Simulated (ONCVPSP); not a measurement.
What one change does to a pseudopotential (hafnium (Hf), ONCV)

ONCVPSP 4.0.1 input, shortened (lines: element, Z, core and valence counts, functional; n l f; lmax; l rc ep ncon nbas qcut; lloc lpopt rc5 dvloc0; l nproj debl; icmod fcfact rcfact), PBEsol, scalar-relativistic:

```
  Hf 72.00   12    2  -116133      upf
    1    0    2.00
    2    0    2.00
    2    1    6.00
    3    0    2.00
    3    1    6.00
    3    2   10.00
    4    0    2.00
    4    1    6.00
    4    2   10.00
    4    3   14.00
    5    0    2.00
    5    1    6.00
    5    2    2.00
    6    0    2.00
    2
    0    2.85    0.00    4    8    2.10
    1    2.70    0.15    3    8    3.60
    2    2.50    0.00    3    7    7.20
    4    2    1.85    1.00
    0    2    1.30
    1    2    3.80
    2    3    3.00
    0    0.00    0.00
```

In the p channel the program set the typed energies aside and used 0.050, 3.850 Ha.

All-electron outer shells of the reference configuration (PBEsol, scalar-relativistic, ld1.x):

```
shell  level (eV)  outermost node (bohr)  outermost maximum (bohr)
   4f      -16.86                      –                      0.45
   6s       -5.13                   1.37                      2.89
   5d       -2.71                   0.67                      1.69
```

Change: reference 5d2 6s1 6p1; wave p scattering state at 0.15 Ha: rc 2.70 bohr, ncon 3, nbas 8, qcut 3.6 1/bohr, 2 projectors, debl 3.8 Ha becomes 6p: rc 2.70 bohr, ncon 3, nbas 8, qcut 3.6 1/bohr, 2 projectors, debl 3.8 Ha.

Cutoffs: the cutoffs (Ha) at which the residual kinetic energy of the hardest occupied pseudo-wave falls to 1 and 0.1 mHa per electron; they do not see the model core or the augmentation charge, which bear on the density cutoff. Errors are all-electron minus pseudo energies relative to the spin-unpolarised reference configuration.

What does the change do?

The potential gets neither clearly harder nor softer (12 Ha and 17 Ha → 12 Ha and 18 Ha); the number of tests with a reliable result goes from 3 to 4; the range in which the p phases agree narrows (upper end 2.8 → 0.3); neither file shows a bound ghost.

```tsv
quantity	base	changed
cutoff, loose	12 Ha	12 Ha
cutoff, tight	17 Ha	18 Ha
bound ghosts	none	none
GHOST(+) flags under 300 eV	s at 46.4 eV, p at 116.4 eV	s at 45.6 eV, p at 113.2 eV
tests with a reliable result	3 of 4	4 of 4
s: phases at 2.89 bohr within 0.05 rad from the reference energy up to (Ha; the scan ends near 5)	1.6	1.6
p: phases at 2.74 bohr within 0.05 rad from the reference energy up to (Ha; the scan ends near 5)	2.8	0.3
d: phases at 2.53 bohr within 0.05 rad from the reference energy up to (Ha; the scan ends near 5)	to the end of the scan	to the end of the scan
```

Base: The cutoffs count occupied waves only; projector 2 of the p channel, the hardest unoccupied one, needs 31 Ha at the loose tolerance. Changed file: The cutoffs count occupied waves only; projector 2 of the p channel, the hardest unoccupied one, needs 38 Ha at the loose tolerance.
